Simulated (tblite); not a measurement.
A geometry optimisation, step by step.

C5H10BF3NP.
Atom-mapped SMILES: `[CH3:1][CH:2]([CH3:3])[P@H+:4]([CH2:5][C:6]#[N:7])[B-:8]([F:9])([F:10])[F:11]` (hydrogens: H12, H13, H14 on C1; H15 on C2; H16, H17, H18 on C3; H19 on P4; H20, H21 on C5)
Bond orders are those of one Lewis drawing.

Computed with GFN2-xTB (tblite), gas phase: L-BFGS steps from a force-field or distance-geometry start until the largest atomic force falls under 0.01 eV/Å. 9 of its 160 geometries are shown.

Step 0: E = -999.7084 eV, largest atomic force 3.285 eV/Å
```
atom  x, y, z in Å  |  force x, y, z in eV/Å
C1     -2.209    0.079    0.892   -1.393  -0.731   0.276
C2     -1.149   -0.115   -0.177   -1.002  -1.015   0.556
C3     -1.061    1.047   -1.085   -0.917   1.610  -1.787
P4      0.443   -0.621    0.510   -0.395  -1.434   0.494
C5      1.498    0.711    1.061    1.044   1.312   1.123
C6      2.423    1.171    0.022    1.358   0.688  -1.675
N7      3.164    1.535   -0.796   -1.809  -0.506   2.135
B8      1.342   -1.686   -0.754    1.413  -1.762  -2.386
F9      1.685   -2.953   -0.120   -0.508   1.704  -0.840
F10     0.419   -1.876   -1.879    1.060   0.091   1.544
F11     2.508   -1.026   -1.272   -1.442  -1.154   0.763
H12    -3.095    0.607    0.438    0.932  -0.296   0.722
H13    -1.850    0.566    1.810   -0.285   0.032  -0.451
H14    -2.590   -0.939    1.146    0.221   0.763   0.275
H15    -1.512   -0.975   -0.776    0.440   0.058   0.217
H16    -0.081    1.528   -1.117   -0.179   0.060  -0.037
H17    -1.863    1.798   -0.822    1.089  -0.468  -0.239
H18    -1.323    0.706   -2.115    0.482   0.482   0.582
H19     0.155   -1.440    1.649    0.052   0.771  -0.456
H20     0.963    1.590    1.484    0.080  -0.340  -0.313
H21     2.124    0.309    1.899   -0.240   0.135  -0.504
```

Step 20: E = -1000.7607 eV, largest atomic force 0.255 eV/Å
```
atom  x, y, z in Å  |  force x, y, z in eV/Å
C1     -2.218    0.082    0.948    0.072   0.028  -0.072
C2     -1.194   -0.119   -0.173    0.030   0.106  -0.064
C3     -1.042    1.101   -1.105    0.010  -0.130   0.091
P4      0.463   -0.700    0.466    0.078   0.112  -0.185
C5      1.446    0.768    1.105   -0.087  -0.113  -0.065
C6      2.316    1.342    0.113    0.073   0.041  -0.206
N7      3.016    1.816   -0.658   -0.192  -0.037   0.164
B8      1.489   -2.035   -1.022   -0.022  -0.060   0.024
F9      1.720   -3.160   -0.327   -0.046   0.088  -0.023
F10     0.522   -2.126   -1.955    0.097   0.055   0.121
F11     2.578   -1.339   -1.367   -0.124  -0.020   0.040
H12    -3.110    0.550    0.536   -0.031  -0.064   0.010
H13    -1.852    0.719    1.751    0.067  -0.010  -0.030
H14    -2.498   -0.887    1.356    0.001   0.088   0.116
H15    -1.554   -0.965   -0.777    0.097   0.025   0.018
H16    -0.035    1.518   -1.073   -0.031   0.022  -0.029
H17    -1.743    1.886   -0.825    0.066  -0.052  -0.038
H18    -1.243    0.802   -2.131    0.028   0.119   0.011
H19     0.063   -1.143    1.720   -0.029  -0.180   0.102
H20     0.793    1.546    1.512   -0.066  -0.040  -0.014
H21     2.074    0.360    1.904    0.008   0.022   0.029
```

Step 40: E = -1000.8435 eV, largest atomic force 0.114 eV/Å
```
atom  x, y, z in Å  |  force x, y, z in eV/Å
C1     -2.115    0.142    0.956    0.023   0.016  -0.005
C2     -1.165   -0.124   -0.211    0.020  -0.008   0.019
C3     -0.968    1.111   -1.108   -0.023  -0.008   0.012
P4      0.476   -0.751    0.397   -0.030  -0.079   0.006
C5      1.348    0.724    1.123    0.005   0.021   0.004
C6      2.135    1.404    0.129   -0.034   0.019   0.054
N7      2.737    1.992   -0.642    0.077   0.045  -0.071
B8      1.473   -2.083   -1.007   -0.005   0.024   0.010
F9      1.655   -3.203   -0.284    0.012   0.005   0.016
F10     0.532   -2.182   -1.966   -0.010   0.000  -0.037
F11     2.591   -1.434   -1.357    0.032  -0.022  -0.015
H12    -3.082    0.465    0.573    0.016  -0.006   0.028
H13    -1.728    0.921    1.609   -0.036   0.029   0.017
H14    -2.266   -0.761    1.546   -0.017   0.024  -0.017
H15    -1.578   -0.946   -0.809    0.043   0.025   0.021
H16     0.045    1.510   -1.042   -0.069  -0.007  -0.071
H17    -1.653    1.900   -0.802    0.001  -0.007  -0.076
H18    -1.160    0.870   -2.150    0.022   0.022   0.054
H19     0.084   -1.344    1.597   -0.007  -0.037   0.009
H20     0.619    1.431    1.530   -0.018  -0.023   0.065
H21     2.010    0.374    1.920    0.001  -0.034  -0.022
```

Step 60: E = -1000.8835 eV, largest atomic force 0.261 eV/Å
```
atom  x, y, z in Å  |  force x, y, z in eV/Å
C1     -2.027    0.333    0.999   -0.010   0.030  -0.033
C2     -1.163   -0.064   -0.200   -0.027  -0.022   0.017
C3     -1.026    1.058   -1.244    0.004  -0.008   0.040
P4      0.510   -0.732    0.280   -0.116  -0.173   0.028
C5      1.369    0.618    1.238   -0.032  -0.007  -0.053
C6      1.957    1.563    0.325    0.150   0.148  -0.026
N7      2.442    2.312   -0.392   -0.156  -0.133   0.161
B8      1.515   -2.144   -1.067    0.035   0.006  -0.056
F9      1.582   -3.221   -0.262   -0.053  -0.005   0.089
F10     0.628   -2.252   -2.071   -0.016   0.036  -0.021
F11     2.699   -1.607   -1.376    0.018   0.075  -0.032
H12    -3.039    0.491    0.631   -0.033   0.040   0.109
H13    -1.699    1.257    1.472    0.072  -0.047  -0.027
H14    -2.060   -0.463    1.747    0.045   0.110  -0.085
H15    -1.674   -0.916   -0.665    0.156  -0.065  -0.054
H16    -0.065    1.568   -1.183   -0.018  -0.009   0.067
H17    -1.803    1.806   -1.102   -0.026  -0.047   0.002
H18    -1.121    0.663   -2.252    0.048  -0.040   0.015
H19     0.144   -1.529    1.371   -0.036   0.078  -0.006
H20     0.655    1.104    1.906   -0.013   0.107  -0.037
H21     2.165    0.172    1.844    0.011  -0.075  -0.098
```

Step 80: E = -1000.9916 eV, largest atomic force 0.135 eV/Å
```
atom  x, y, z in Å  |  force x, y, z in eV/Å
C1     -1.853    0.596    1.002    0.001   0.052   0.066
C2     -1.204   -0.057   -0.212   -0.025   0.045   0.029
C3     -1.117    0.908   -1.393    0.042  -0.031   0.010
P4      0.461   -0.768    0.190   -0.036   0.038   0.043
C5      1.399    0.435    1.260    0.024  -0.006   0.021
C6      1.752    1.668    0.612   -0.050  -0.119   0.040
N7      2.033    2.667    0.135   -0.043   0.032  -0.063
B8      1.517   -2.130   -1.102   -0.004  -0.045   0.008
F9      1.482   -3.193   -0.263    0.038  -0.072  -0.077
F10     0.728   -2.238   -2.185    0.051  -0.007  -0.001
F11     2.745   -1.633   -1.310   -0.062   0.047  -0.001
H12    -2.918    0.720    0.823   -0.015   0.048   0.004
H13    -1.421    1.580    1.173   -0.006   0.033   0.036
H14    -1.733    0.001    1.909   -0.015  -0.035  -0.074
H15    -1.792   -0.936   -0.511    0.015   0.008  -0.004
H16    -0.384    1.691   -1.202   -0.021   0.017   0.009
H17    -2.084    1.377   -1.558    0.013  -0.021  -0.036
H18    -0.826    0.377   -2.296    0.030   0.000  -0.013
H19     0.066   -1.603    1.234    0.022  -0.053   0.019
H20     0.818    0.647    2.163    0.041   0.032  -0.043
H21     2.323   -0.090    1.532    0.001   0.039   0.026
```

Step 99: E = -1001.0461 eV, largest atomic force 0.105 eV/Å
```
atom  x, y, z in Å  |  force x, y, z in eV/Å
C1     -1.825    0.679    1.036   -0.019   0.055  -0.008
C2     -1.211   -0.037   -0.160   -0.018  -0.013   0.014
C3     -1.060    0.864   -1.385    0.010  -0.043   0.006
P4      0.407   -0.848    0.258   -0.055  -0.011  -0.014
C5      1.409    0.358    1.262   -0.025  -0.007   0.022
C6      1.630    1.583    0.549   -0.028  -0.042   0.004
N7      1.755    2.581    0.009    0.050   0.078  -0.050
B8      1.510   -2.089   -1.120    0.049   0.020  -0.029
F9      1.572   -3.234   -0.405   -0.004   0.032  -0.029
F10     0.764   -2.151   -2.235   -0.056  -0.014   0.009
F11     2.687   -1.452   -1.263    0.047   0.007   0.042
H12    -2.859    0.935    0.818   -0.022   0.030  -0.019
H13    -1.290    1.603    1.244    0.012   0.019   0.025
H14    -1.816    0.053    1.928    0.004  -0.011  -0.016
H15    -1.851   -0.885   -0.440   -0.003  -0.043   0.009
H16    -0.493    1.764   -1.154    0.015  -0.045   0.011
H17    -2.038    1.165   -1.758    0.019  -0.020   0.035
H18    -0.544    0.317   -2.173    0.000   0.052  -0.053
H19    -0.010   -1.659    1.313    0.015  -0.010   0.031
H20     0.884    0.589    2.193    0.007  -0.038   0.041
H21     2.369   -0.118    1.484    0.004   0.006  -0.030
```

Step 119: E = -1001.0589 eV, largest atomic force 0.045 eV/Å
```
atom  x, y, z in Å  |  force x, y, z in eV/Å
C1     -1.845    0.705    1.030   -0.002  -0.010   0.004
C2     -1.237   -0.063   -0.138   -0.009   0.014   0.010
C3     -1.063    0.816   -1.375   -0.012   0.003  -0.019
P4      0.373   -0.878    0.295    0.010   0.019   0.017
C5      1.419    0.334    1.246    0.004   0.003   0.015
C6      1.625    1.558    0.523    0.014  -0.039  -0.001
N7      1.779    2.548   -0.027   -0.020   0.023  -0.005
B8      1.516   -2.031   -1.119   -0.027   0.010   0.014
F9      1.619   -3.209   -0.466    0.018  -0.005  -0.017
F10     0.776   -2.067   -2.241    0.023   0.003  -0.004
F11     2.672   -1.342   -1.209    0.002  -0.006  -0.002
H12    -2.842    1.048    0.757    0.034   0.000   0.029
H13    -1.242    1.579    1.268   -0.030  -0.003   0.013
H14    -1.930    0.076    1.917   -0.004   0.033  -0.024
H15    -1.890   -0.909   -0.395    0.011   0.003  -0.006
H16    -0.501    1.716   -1.138    0.027  -0.023  -0.012
H17    -2.034    1.116   -1.764   -0.007  -0.010   0.026
H18    -0.536    0.273   -2.159    0.008  -0.009  -0.002
H19    -0.020   -1.668    1.377   -0.005   0.014  -0.005
H20     0.960    0.557    2.213   -0.020  -0.008  -0.013
H21     2.393   -0.143    1.405   -0.018  -0.013  -0.016
```

Step 139: E = -1001.0663 eV, largest atomic force 0.082 eV/Å
```
atom  x, y, z in Å  |  force x, y, z in eV/Å
C1     -1.804    0.779    1.029   -0.007   0.000   0.007
C2     -1.258   -0.057   -0.123    0.006   0.010   0.013
C3     -1.080    0.749   -1.409   -0.008  -0.008   0.018
P4      0.341   -0.904    0.294    0.007  -0.005   0.029
C5      1.411    0.284    1.248   -0.005  -0.017   0.014
C6      1.572    1.541    0.576   -0.043  -0.057   0.015
N7      1.668    2.560    0.069    0.017   0.070  -0.039
B8      1.540   -1.988   -1.123   -0.013  -0.010   0.000
F9      1.642   -3.196   -0.530    0.012  -0.014   0.003
F10     0.866   -1.983   -2.285   -0.008   0.006  -0.009
F11     2.684   -1.270   -1.120    0.032   0.005  -0.003
H12    -2.807    1.128    0.784    0.035  -0.004  -0.002
H13    -1.179    1.652    1.206   -0.002  -0.007  -0.006
H14    -1.865    0.192    1.946   -0.003   0.025  -0.023
H15    -1.949   -0.887   -0.325    0.014  -0.008  -0.003
H16    -0.419    1.598   -1.254    0.003   0.018   0.027
H17    -2.041    1.121   -1.754   -0.025   0.016   0.000
H18    -0.654    0.123   -2.191   -0.001  -0.021  -0.030
H19    -0.051   -1.691    1.379   -0.013  -0.006  -0.023
H20     0.980    0.457    2.239    0.008   0.006   0.005
H21     2.394   -0.190    1.346   -0.006   0.001   0.006
```

Step 159: E = -1001.0682 eV, largest atomic force 0.009 eV/Å
```
atom  x, y, z in Å  |  force x, y, z in eV/Å
C1     -1.782    0.801    1.023   -0.001   0.004  -0.001
C2     -1.256   -0.060   -0.120    0.005   0.000   0.000
C3     -1.091    0.735   -1.415   -0.002  -0.007   0.001
P4      0.340   -0.915    0.296   -0.004  -0.004  -0.007
C5      1.400    0.271    1.261    0.001   0.003   0.008
C6      1.540    1.532    0.589    0.001  -0.003   0.000
N7      1.626    2.552    0.081    0.004   0.005  -0.002
B8      1.557   -1.983   -1.127    0.006   0.003   0.002
F9      1.656   -3.200   -0.553   -0.007   0.002  -0.003
F10     0.891   -1.956   -2.293    0.003  -0.004  -0.002
F11     2.701   -1.266   -1.101   -0.003   0.000  -0.001
H12    -2.780    1.159    0.777   -0.004   0.004  -0.002
H13    -1.145    1.669    1.177    0.003  -0.003   0.003
H14    -1.845    0.235    1.951    0.002  -0.004   0.006
H15    -1.955   -0.889   -0.303    0.002   0.009  -0.002
H16    -0.406    1.568   -1.277    0.001  -0.001   0.004
H17    -2.052    1.134   -1.732   -0.006  -0.004   0.002
H18    -0.704    0.097   -2.208    0.002  -0.004  -0.004
H19    -0.065   -1.712    1.368   -0.003   0.000  -0.002
H20     0.974    0.436    2.254   -0.005   0.001   0.001
H21     2.389   -0.192    1.352    0.003   0.004  -0.001
```

Question: Summarise the path.

Answer: The energy falls by 31.36 kcal/mol from step 0 to step 159; nine tenths of that is first reached at step 69. It rises by more than 0.2 meV at step 61. The largest force goes from 3.285 to 0.009 eV/Å. Among the bonds P4–B8 changes most, from 1.882 to 2.156 Å; the atoms move by 0.934 Å rms after alignment.

Question: Follow the three bonds and two angles with the largest change from start to end.

Answer: 
```tsv
step	E above end (kcal/mol)	largest force (eV/Å)	P4–B8 (Å)	B8–F10 (Å)	B8–F9 (Å)	C2–P4–B8 (°)	P4–B8–F11 (°)
0	31.36	3.285	1.882	1.467	1.458	108.9	111.7
7	10.99	0.645	2.056	1.355	1.352	109.6	106.5
14	8.22	0.397	2.165	1.345	1.342	110.9	105.3
21	6.91	0.181	2.240	1.346	1.341	111.4	103.8
28	5.84	0.165	2.207	1.347	1.343	112.4	102.9
35	5.40	0.110	2.168	1.350	1.345	113.0	104.0
41	5.15	0.093	2.179	1.348	1.346	113.7	104.9
48	4.98	0.124	2.182	1.346	1.347	114.2	106.4
55	4.74	0.109	2.175	1.348	1.349	116.3	106.7
62	4.05	0.338	2.192	1.346	1.350	119.4	106.9
69	3.10	0.260	2.201	1.342	1.348	119.8	105.5
76	2.17	0.179	2.159	1.343	1.351	122.9	107.8
83	1.56	0.231	2.164	1.342	1.354	123.9	107.3
90	1.04	0.123	2.159	1.342	1.353	124.1	105.2
97	0.59	0.110	2.167	1.344	1.352	124.0	103.7
104	0.36	0.049	2.158	1.345	1.351	122.9	104.4
111	0.26	0.055	2.149	1.346	1.351	122.5	103.3
118	0.22	0.042	2.152	1.345	1.351	122.8	103.0
124	0.17	0.047	2.152	1.344	1.351	123.1	102.8
131	0.13	0.046	2.150	1.345	1.352	123.7	102.4
138	0.05	0.058	2.150	1.344	1.350	124.2	101.7
145	0.01	0.016	2.152	1.344	1.350	124.0	101.5
152	0.00	0.016	2.155	1.344	1.349	124.2	101.6
159	0.00	0.009	2.156	1.343	1.350	124.4	101.7
```
